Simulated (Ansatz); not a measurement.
(SiO)n off (charge +1): PBE-D4/def2-SVP single points in Ansatz on relaxed structures, gas phase. Each cluster is the lowest isomer that a short search found in that spin, judged at the geometry's level, and lower ones may exist. HOMO and LUMO are taken over both spins. The structures are stationary points that may keep the symmetry of their start.

| species | atoms | state | geometry | HOMO (eV) | LUMO (eV) | gap (eV) | point group (within 0.1 Å) |
| --- | --- | --- | --- | --- | --- | --- | --- |
| Si2O2⁺ | 4 | doublet | PBE0-D4/def2-TZVP | -12.82 | -11.85 | 0.97 | D2h |
| Si5O5⁺ | 10 | doublet | PBE0-D4/def2-SVP | -9.74 | -8.06 | 1.68 | – |
| Si7O6⁺ | 13 | doublet | r2SCAN-D4/def2-SVP | -8.92 | -8.34 | 0.58 | – |

The gap (eV) runs from 0.58 (Si7O6⁺) to 1.68 (Si5O5⁺).
